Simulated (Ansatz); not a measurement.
Molecular dynamics of Cl₄GeHO

Input:

```yaml
crystal:
  periodic: [false, false, false]
  atoms:
    - { symbol: Ge, position_ang: [-0.123949, 0.413438, 0.044911] }
    - { symbol: Cl, position_ang: [1.034862, -0.261321, 4.402599] }
    - { symbol: Cl, position_ang: [1.832564, 0.14604, -0.816669] }
    - { symbol: Cl, position_ang: [-1.406276, 1.327396, -1.426757] }
    - { symbol: Cl, position_ang: [-0.927, -1.555634, 0.474138] }
    - { symbol: O, position_ang: [-0.26027, -0.009502, 3.378024] }
    - { symbol: H, position_ang: [-0.662029, -0.861519, 3.252954] }
magnetization:
  spin_polarized: true
  initial_magnetization: 1
basis:
  gaussian: { orbitals: def2-SVP }
hamiltonian:
  xc: hf
md:
  timestep: 0.5
  n_steps: 199
  ensemble: nve
  temperature: 300.0
  initial_velocities: maxwell_boltzmann
  seed: 7186
```

Command:

```bash
$ ansatz run input.yaml --threads 4 --pin off --max-ram 5120MiB --backend cpu --events-out ev --progress --plain --runs-dir out
```

It starts at the highest image of a converged band. Of that band: A structure lower than the first end lies on the path between it and the top, so the climb from that side starts below the end, which may itself be a saddle point or a shallow side well. Neighbouring images differ by up to 2.2 eV, so the band resolves the path poorly. A vibrational analysis at the climbing image gives no mode beyond 40i cm⁻¹: the surface is too flat there to confirm a saddle point.

Output, in part (one step line in 2, the closing report, with atoms numbered from 0):

```
md step     0: t =     0.00 fs  T =   300.0 K  F+E_penalty+E_count = -108517.23821232 eV  E_kin = 0.193890 eV  conserved = -108517.04432233 eV  (65 SCF iters)
md step     2: t =     1.00 fs  T =   296.1 K  F+E_penalty+E_count = -108517.23564781 eV  E_kin = 0.191359 eV  conserved = -108517.04428902 eV  (49 SCF iters)
md step     4: t =     2.00 fs  T =   287.1 K  F+E_penalty+E_count = -108517.22981438 eV  E_kin = 0.185560 eV  conserved = -108517.04425467 eV  (60 SCF iters)
md step     6: t =     3.00 fs  T =   276.1 K  F+E_penalty+E_count = -108517.22270026 eV  E_kin = 0.178450 eV  conserved = -108517.04424993 eV  (60 SCF iters)
md step     8: t =     4.00 fs  T =   264.1 K  F+E_penalty+E_count = -108517.21491017 eV  E_kin = 0.170679 eV  conserved = -108517.04423148 eV  (46 SCF iters)
md step    10: t =     5.00 fs  T =   253.0 K  F+E_penalty+E_count = -108517.20773127 eV  E_kin = 0.163542 eV  conserved = -108517.04418962 eV  (61 SCF iters)
md step    12: t =     6.00 fs  T =   246.6 K  F+E_penalty+E_count = -108517.20358169 eV  E_kin = 0.159407 eV  conserved = -108517.04417458 eV  (58 SCF iters)
md step    14: t =     7.00 fs  T =   246.2 K  F+E_penalty+E_count = -108517.20334231 eV  E_kin = 0.159140 eV  conserved = -108517.04420240 eV  (47 SCF iters)
md step    16: t =     8.00 fs  T =   249.5 K  F+E_penalty+E_count = -108517.20548406 eV  E_kin = 0.161257 eV  conserved = -108517.04422715 eV  (45 SCF iters)
md step    18: t =     9.00 fs  T =   254.3 K  F+E_penalty+E_count = -108517.20855898 eV  E_kin = 0.164333 eV  conserved = -108517.04422598 eV  (60 SCF iters)
md step    20: t =    10.00 fs  T =   260.1 K  F+E_penalty+E_count = -108517.21236232 eV  E_kin = 0.168117 eV  conserved = -108517.04424527 eV  (47 SCF iters)
md step    22: t =    11.00 fs  T =   265.0 K  F+E_penalty+E_count = -108517.21559568 eV  E_kin = 0.171300 eV  conserved = -108517.04429551 eV  (49 SCF iters)
md step    24: t =    12.00 fs  T =   264.8 K  F+E_penalty+E_count = -108517.21546842 eV  E_kin = 0.171156 eV  conserved = -108517.04431234 eV  (60 SCF iters)
md step    26: t =    13.00 fs  T =   258.1 K  F+E_penalty+E_count = -108517.21108551 eV  E_kin = 0.166807 eV  conserved = -108517.04427837 eV  (60 SCF iters)
md step    28: t =    14.00 fs  T =   247.7 K  F+E_penalty+E_count = -108517.20436153 eV  E_kin = 0.160111 eV  conserved = -108517.04425078 eV  (44 SCF iters)
md step    30: t =    15.00 fs  T =   236.3 K  F+E_penalty+E_count = -108517.19695003 eV  E_kin = 0.152696 eV  conserved = -108517.04425355 eV  (59 SCF iters)
md step    32: t =    16.00 fs  T =   223.9 K  F+E_penalty+E_count = -108517.18892299 eV  E_kin = 0.144684 eV  conserved = -108517.04423895 eV  (52 SCF iters)
md step    34: t =    17.00 fs  T =   212.2 K  F+E_penalty+E_count = -108517.18133816 eV  E_kin = 0.137154 eV  conserved = -108517.04418386 eV  (48 SCF iters)
md step    36: t =    18.00 fs  T =   206.1 K  F+E_penalty+E_count = -108517.17734122 eV  E_kin = 0.133186 eV  conserved = -108517.04415513 eV  (59 SCF iters)
md step    38: t =    19.00 fs  T =   207.9 K  F+E_penalty+E_count = -108517.17854226 eV  E_kin = 0.134351 eV  conserved = -108517.04419153 eV  (52 SCF iters)
md step    40: t =    20.00 fs  T =   214.7 K  F+E_penalty+E_count = -108517.18298798 eV  E_kin = 0.138760 eV  conserved = -108517.04422840 eV  (46 SCF iters)
md step    42: t =    21.00 fs  T =   223.3 K  F+E_penalty+E_count = -108517.18853572 eV  E_kin = 0.144307 eV  conserved = -108517.04422881 eV  (46 SCF iters)
md step    44: t =    22.00 fs  T =   233.2 K  F+E_penalty+E_count = -108517.19493063 eV  E_kin = 0.150692 eV  conserved = -108517.04423880 eV  (59 SCF iters)
md step    46: t =    23.00 fs  T =   243.1 K  F+E_penalty+E_count = -108517.20141753 eV  E_kin = 0.157134 eV  conserved = -108517.04428327 eV  (62 SCF iters)
md step    48: t =    24.00 fs  T =   249.2 K  F+E_penalty+E_count = -108517.20537494 eV  E_kin = 0.161062 eV  conserved = -108517.04431318 eV  (58 SCF iters)
md step    50: t =    25.00 fs  T =   248.7 K  F+E_penalty+E_count = -108517.20499797 eV  E_kin = 0.160709 eV  conserved = -108517.04428851 eV  (60 SCF iters)
md step    52: t =    26.00 fs  T =   243.3 K  F+E_penalty+E_count = -108517.20150380 eV  E_kin = 0.157252 eV  conserved = -108517.04425162 eV  (60 SCF iters)
md step    54: t =    27.00 fs  T =   236.3 K  F+E_penalty+E_count = -108517.19695217 eV  E_kin = 0.152708 eV  conserved = -108517.04424439 eV  (47 SCF iters)
md step    56: t =    28.00 fs  T =   228.7 K  F+E_penalty+E_count = -108517.19204318 eV  E_kin = 0.147812 eV  conserved = -108517.04423117 eV  (46 SCF iters)
md step    58: t =    29.00 fs  T =   222.2 K  F+E_penalty+E_count = -108517.18778085 eV  E_kin = 0.143589 eV  conserved = -108517.04419162 eV  (45 SCF iters)
md step    60: t =    30.00 fs  T =   220.2 K  F+E_penalty+E_count = -108517.18646540 eV  E_kin = 0.142295 eV  conserved = -108517.04417074 eV  (51 SCF iters)
md step    62: t =    31.00 fs  T =   224.5 K  F+E_penalty+E_count = -108517.18929078 eV  E_kin = 0.145095 eV  conserved = -108517.04419564 eV  (64 SCF iters)
md step    64: t =    32.00 fs  T =   233.1 K  F+E_penalty+E_count = -108517.19488053 eV  E_kin = 0.150653 eV  conserved = -108517.04422748 eV  (62 SCF iters)
md step    66: t =    33.00 fs  T =   243.2 K  F+E_penalty+E_count = -108517.20138975 eV  E_kin = 0.157157 eV  conserved = -108517.04423291 eV  (51 SCF iters)
md step    68: t =    34.00 fs  T =   253.8 K  F+E_penalty+E_count = -108517.20824950 eV  E_kin = 0.164000 eV  conserved = -108517.04424914 eV  (47 SCF iters)
md step    70: t =    35.00 fs  T =   263.0 K  F+E_penalty+E_count = -108517.21428599 eV  E_kin = 0.169986 eV  conserved = -108517.04429954 eV  (47 SCF iters)
md step    72: t =    36.00 fs  T =   266.7 K  F+E_penalty+E_count = -108517.21667438 eV  E_kin = 0.172348 eV  conserved = -108517.04432595 eV  (50 SCF iters)
md step    74: t =    37.00 fs  T =   262.6 K  F+E_penalty+E_count = -108517.21401179 eV  E_kin = 0.169715 eV  conserved = -108517.04429658 eV  (48 SCF iters)
md step    76: t =    38.00 fs  T =   253.3 K  F+E_penalty+E_count = -108517.20799799 eV  E_kin = 0.163736 eV  conserved = -108517.04426179 eV  (62 SCF iters)
md step    78: t =    39.00 fs  T =   242.1 K  F+E_penalty+E_count = -108517.20069893 eV  E_kin = 0.156440 eV  conserved = -108517.04425896 eV  (47 SCF iters)
md step    80: t =    40.00 fs  T =   229.4 K  F+E_penalty+E_count = -108517.19250558 eV  E_kin = 0.148256 eV  conserved = -108517.04424967 eV  (49 SCF iters)
md step    82: t =    41.00 fs  T =   216.6 K  F+E_penalty+E_count = -108517.18420491 eV  E_kin = 0.140006 eV  conserved = -108517.04419865 eV  (61 SCF iters)
md step    84: t =    42.00 fs  T =   208.2 K  F+E_penalty+E_count = -108517.17874857 eV  E_kin = 0.134587 eV  conserved = -108517.04416167 eV  (68 SCF iters)
md step    86: t =    43.00 fs  T =   207.3 K  F+E_penalty+E_count = -108517.17818769 eV  E_kin = 0.133994 eV  conserved = -108517.04419321 eV  (61 SCF iters)
md step    88: t =    44.00 fs  T =   211.3 K  F+E_penalty+E_count = -108517.18082798 eV  E_kin = 0.136589 eV  conserved = -108517.04423875 eV  (66 SCF iters)
md step    90: t =    45.00 fs  T =   216.4 K  F+E_penalty+E_count = -108517.18407865 eV  E_kin = 0.139834 eV  conserved = -108517.04424477 eV  (59 SCF iters)
md step    92: t =    46.00 fs  T =   221.5 K  F+E_penalty+E_count = -108517.18738564 eV  E_kin = 0.143138 eV  conserved = -108517.04424787 eV  (60 SCF iters)
md step    94: t =    47.00 fs  T =   226.0 K  F+E_penalty+E_count = -108517.19036770 eV  E_kin = 0.146083 eV  conserved = -108517.04428517 eV  (66 SCF iters)
md step    96: t =    48.00 fs  T =   226.6 K  F+E_penalty+E_count = -108517.19079415 eV  E_kin = 0.146476 eV  conserved = -108517.04431796 eV  (60 SCF iters)
md step    98: t =    49.00 fs  T =   220.3 K  F+E_penalty+E_count = -108517.18669950 eV  E_kin = 0.142404 eV  conserved = -108517.04429579 eV  (63 SCF iters)
md step   100: t =    50.00 fs  T =   208.7 K  F+E_penalty+E_count = -108517.17915397 eV  E_kin = 0.134905 eV  conserved = -108517.04424922 eV  (50 SCF iters)
md step   102: t =    51.00 fs  T =   195.7 K  F+E_penalty+E_count = -108517.17071511 eV  E_kin = 0.126482 eV  conserved = -108517.04423279 eV  (70 SCF iters)
md step   104: t =    52.00 fs  T =   183.1 K  F+E_penalty+E_count = -108517.16258220 eV  E_kin = 0.118359 eV  conserved = -108517.04422291 eV  (48 SCF iters)
md step   106: t =    53.00 fs  T =   172.4 K  F+E_penalty+E_count = -108517.15562827 eV  E_kin = 0.111441 eV  conserved = -108517.04418694 eV  (67 SCF iters)
md step   108: t =    54.00 fs  T =   166.8 K  F+E_penalty+E_count = -108517.15198479 eV  E_kin = 0.107824 eV  conserved = -108517.04416095 eV  (64 SCF iters)
md step   110: t =    55.00 fs  T =   168.6 K  F+E_penalty+E_count = -108517.15311835 eV  E_kin = 0.108936 eV  conserved = -108517.04418219 eV  (48 SCF iters)
md step   112: t =    56.00 fs  T =   175.8 K  F+E_penalty+E_count = -108517.15782871 eV  E_kin = 0.113608 eV  conserved = -108517.04422113 eV  (62 SCF iters)
md step   114: t =    57.00 fs  T =   185.1 K  F+E_penalty+E_count = -108517.16385971 eV  E_kin = 0.119626 eV  conserved = -108517.04423385 eV  (58 SCF iters)
md step   116: t =    58.00 fs  T =   194.9 K  F+E_penalty+E_count = -108517.17023770 eV  E_kin = 0.125993 eV  conserved = -108517.04424421 eV  (46 SCF iters)
md step   118: t =    59.00 fs  T =   203.9 K  F+E_penalty+E_count = -108517.17608995 eV  E_kin = 0.131803 eV  conserved = -108517.04428693 eV  (47 SCF iters)
md step   120: t =    60.00 fs  T =   208.4 K  F+E_penalty+E_count = -108517.17901085 eV  E_kin = 0.134695 eV  conserved = -108517.04431632 eV  (57 SCF iters)
md step   122: t =    61.00 fs  T =   206.1 K  F+E_penalty+E_count = -108517.17747764 eV  E_kin = 0.133188 eV  conserved = -108517.04428933 eV  (49 SCF iters)
md step   124: t =    62.00 fs  T =   199.4 K  F+E_penalty+E_count = -108517.17309773 eV  E_kin = 0.128851 eV  conserved = -108517.04424721 eV  (59 SCF iters)
md step   126: t =    63.00 fs  T =   192.1 K  F+E_penalty+E_count = -108517.16836512 eV  E_kin = 0.124127 eV  conserved = -108517.04423778 eV  (44 SCF iters)
md step   128: t =    64.00 fs  T =   185.4 K  F+E_penalty+E_count = -108517.16404092 eV  E_kin = 0.119807 eV  conserved = -108517.04423442 eV  (62 SCF iters)
md step   130: t =    65.00 fs  T =   180.1 K  F+E_penalty+E_count = -108517.16058049 eV  E_kin = 0.116387 eV  conserved = -108517.04419398 eV  (53 SCF iters)
md step   132: t =    66.00 fs  T =   179.8 K  F+E_penalty+E_count = -108517.16033672 eV  E_kin = 0.116178 eV  conserved = -108517.04415851 eV  (48 SCF iters)
md step   134: t =    67.00 fs  T =   187.2 K  F+E_penalty+E_count = -108517.16520818 eV  E_kin = 0.121017 eV  conserved = -108517.04419117 eV  (48 SCF iters)
md step   136: t =    68.00 fs  T =   199.8 K  F+E_penalty+E_count = -108517.17335845 eV  E_kin = 0.129110 eV  conserved = -108517.04424824 eV  (58 SCF iters)
md step   138: t =    69.00 fs  T =   212.4 K  F+E_penalty+E_count = -108517.18153980 eV  E_kin = 0.137277 eV  conserved = -108517.04426323 eV  (46 SCF iters)
md step   140: t =    70.00 fs  T =   223.5 K  F+E_penalty+E_count = -108517.18869326 eV  E_kin = 0.144431 eV  conserved = -108517.04426241 eV  (48 SCF iters)
md step   142: t =    71.00 fs  T =   232.6 K  F+E_penalty+E_count = -108517.19465257 eV  E_kin = 0.150360 eV  conserved = -108517.04429260 eV  (44 SCF iters)
md step   144: t =    72.00 fs  T =   237.1 K  F+E_penalty+E_count = -108517.19759592 eV  E_kin = 0.153269 eV  conserved = -108517.04432667 eV  (45 SCF iters)
md step   146: t =    73.00 fs  T =   234.0 K  F+E_penalty+E_count = -108517.19553621 eV  E_kin = 0.151229 eV  conserved = -108517.04430737 eV  (46 SCF iters)
md step   148: t =    74.00 fs  T =   224.7 K  F+E_penalty+E_count = -108517.18946213 eV  E_kin = 0.145209 eV  conserved = -108517.04425295 eV  (45 SCF iters)
md step   150: t =    75.00 fs  T =   213.8 K  F+E_penalty+E_count = -108517.18239149 eV  E_kin = 0.138163 eV  conserved = -108517.04422828 eV  (43 SCF iters)
md step   152: t =    76.00 fs  T =   203.8 K  F+E_penalty+E_count = -108517.17596236 eV  E_kin = 0.131738 eV  conserved = -108517.04422400 eV  (47 SCF iters)
md step   154: t =    77.00 fs  T =   195.8 K  F+E_penalty+E_count = -108517.17072845 eV  E_kin = 0.126531 eV  conserved = -108517.04419735 eV  (60 SCF iters)
md step   156: t =    78.00 fs  T =   192.0 K  F+E_penalty+E_count = -108517.16826938 eV  E_kin = 0.124097 eV  conserved = -108517.04417213 eV  (45 SCF iters)
md step   158: t =    79.00 fs  T =   194.6 K  F+E_penalty+E_count = -108517.16995334 eV  E_kin = 0.125761 eV  conserved = -108517.04419199 eV  (47 SCF iters)
md step   160: t =    80.00 fs  T =   201.7 K  F+E_penalty+E_count = -108517.17461887 eV  E_kin = 0.130382 eV  conserved = -108517.04423735 eV  (44 SCF iters)
md step   162: t =    81.00 fs  T =   209.5 K  F+E_penalty+E_count = -108517.17963928 eV  E_kin = 0.135381 eV  conserved = -108517.04425783 eV  (45 SCF iters)
md step   164: t =    82.00 fs  T =   215.6 K  F+E_penalty+E_count = -108517.18361691 eV  E_kin = 0.139353 eV  conserved = -108517.04426349 eV  (48 SCF iters)
md step   166: t =    83.00 fs  T =   219.2 K  F+E_penalty+E_count = -108517.18593451 eV  E_kin = 0.141640 eV  conserved = -108517.04429433 eV  (47 SCF iters)
md step   168: t =    84.00 fs  T =   217.4 K  F+E_penalty+E_count = -108517.18482384 eV  E_kin = 0.140505 eV  conserved = -108517.04431928 eV  (44 SCF iters)
md step   170: t =    85.00 fs  T =   208.5 K  F+E_penalty+E_count = -108517.17905584 eV  E_kin = 0.134766 eV  conserved = -108517.04428939 eV  (44 SCF iters)
md step   172: t =    86.00 fs  T =   195.3 K  F+E_penalty+E_count = -108517.17044161 eV  E_kin = 0.126204 eV  conserved = -108517.04423716 eV  (45 SCF iters)
md step   174: t =    87.00 fs  T =   182.3 K  F+E_penalty+E_count = -108517.16205415 eV  E_kin = 0.117836 eV  conserved = -108517.04421792 eV  (47 SCF iters)
md step   176: t =    88.00 fs  T =   171.7 K  F+E_penalty+E_count = -108517.15520732 eV  E_kin = 0.110990 eV  conserved = -108517.04421687 eV  (62 SCF iters)
md step   178: t =    89.00 fs  T =   164.1 K  F+E_penalty+E_count = -108517.15023231 eV  E_kin = 0.106046 eV  conserved = -108517.04418677 eV  (48 SCF iters)
md step   180: t =    90.00 fs  T =   162.1 K  F+E_penalty+E_count = -108517.14890926 eV  E_kin = 0.104754 eV  conserved = -108517.04415528 eV  (69 SCF iters)
md step   182: t =    91.00 fs  T =   168.2 K  F+E_penalty+E_count = -108517.15287156 eV  E_kin = 0.108684 eV  conserved = -108517.04418796 eV  (46 SCF iters)
md step   184: t =    92.00 fs  T =   179.4 K  F+E_penalty+E_count = -108517.16022634 eV  E_kin = 0.115975 eV  conserved = -108517.04425137 eV  (48 SCF iters)
md step   186: t =    93.00 fs  T =   190.5 K  F+E_penalty+E_count = -108517.16737756 eV  E_kin = 0.123106 eV  conserved = -108517.04427113 eV  (47 SCF iters)
md step   188: t =    94.00 fs  T =   199.2 K  F+E_penalty+E_count = -108517.17303432 eV  E_kin = 0.128771 eV  conserved = -108517.04426322 eV  (63 SCF iters)
md step   190: t =    95.00 fs  T =   206.1 K  F+E_penalty+E_count = -108517.17746584 eV  E_kin = 0.133185 eV  conserved = -108517.04428121 eV  (62 SCF iters)
md step   192: t =    96.00 fs  T =   209.3 K  F+E_penalty+E_count = -108517.17958759 eV  E_kin = 0.135277 eV  conserved = -108517.04431012 eV  (61 SCF iters)
md step   194: t =    97.00 fs  T =   206.5 K  F+E_penalty+E_count = -108517.17777758 eV  E_kin = 0.133487 eV  conserved = -108517.04429078 eV  (47 SCF iters)
md step   196: t =    98.00 fs  T =   199.4 K  F+E_penalty+E_count = -108517.17310335 eV  E_kin = 0.128872 eV  conserved = -108517.04423111 eV  (49 SCF iters)
md step   198: t =    99.00 fs  T =   192.9 K  F+E_penalty+E_count = -108517.16889480 eV  E_kin = 0.124693 eV  conserved = -108517.04420169 eV  (49 SCF iters)
md step   199: t =    99.50 fs  T =   191.0 K  F+E_penalty+E_count = -108517.16765206 eV  E_kin = 0.123449 eV  conserved = -108517.04420326 eV  (74 SCF iters)
Total energy: -108517.16765206 eV, -3987.9323556351 hartree
Atom 0 at    -0.177043     0.468684     0.005215 Å, force    -0.937998     0.338735    -0.134342 eV/Å
Atom 1 at     0.940731    -0.373916     4.632623 Å, force    -0.184098    -0.107334    -0.233018 eV/Å
Atom 2 at     1.802057     0.228711    -0.685696 Å, force     0.605381    -0.156413    -0.234539 eV/Å
Atom 3 at    -1.425440     1.191452    -1.631445 Å, force     0.258597    -0.090334     0.256355 eV/Å
Atom 4 at    -1.026900    -1.457192     0.561797 Å, force     0.067921    -0.033829    -0.031828 eV/Å
Atom 5 at     0.489210    -0.117543     3.046851 Å, force     0.263798     0.443665    -0.071336 eV/Å
Atom 6 at    -0.161485    -0.756071     2.789596 Å, force    -0.073601    -0.394490     0.448708 eV/Å
Dipole moment:    -0.080404    -0.013598     0.291878 e Å
```

The run went to its last step. The conserved energy stayed within 0.024 meV per atom of its start (net change 0.017 meV per atom), so the integration is sound. A run of 0.1 ps of so small a system gives no equilibrium averages.

Between its relaxed ends the band would form Cl2–O6 and break Ge1–Cl2. These pairs go: Cl2–O6 1.67 → 1.67 Å, Ge1–Cl2 4.56 → 4.83 Å. In the last frame they stand as after the step (other bonds may differ from the relaxed reactants and products). It ends as Cl3Ge + ClHO. Pairs count as bonded within 1.25 times the sum of covalent radii (0.12 Å more for H–H).

Last frame:

```xyz
7
Properties=species:S:1:pos:R:3
Ge -0.177 0.469 0.005
Cl 0.941 -0.374 4.633
Cl 1.802 0.229 -0.686
Cl -1.425 1.192 -1.631
Cl -1.027 -1.457 0.562
O 0.489 -0.117 3.047
H -0.162 -0.756 2.790
```

The run took 8.6 min on 4 threads of Arm Neoverse V1, with other jobs on the host, peak memory 0.54 GiB.
